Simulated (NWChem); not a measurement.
# GaH$_{2}$F; SMILES [F][GaH2]

```xyz
4

Ga     0.0000     0.0000    -0.3643
H      0.0000     1.4231    -0.9936
H      0.0000    -1.4231    -0.9936
F      0.0000     0.0000     1.3940
```
Atoms are numbered in this order, from 1.

Level: PBE0-D3(BJ)/def2-TZVP (NWChem), optimised geometry, unscaled harmonic frequencies. 

```csv
frequency (cm⁻¹),IR intensity (km/mol)
528,73.6
633,125.6
666,156.7
741,40.3
2022,30.1
2033,212.6
```

```
Property                                                                           Result
-----------------------------------------------------------------------  ----------------
zero-point energy                                                            9.5 kcal/mol
thermal correction to the enthalpy at 298.15 K (with zero-point energy)     12.2 kcal/mol
heat capacity Cv                                                          9.8 cal/(mol K)
entropy at 298.15 K and 1 atm (symmetry number 2)                        60.4 cal/(mol K)
dipole moment                                                                      2.23 D
```

Rigid rotor and harmonic oscillator.
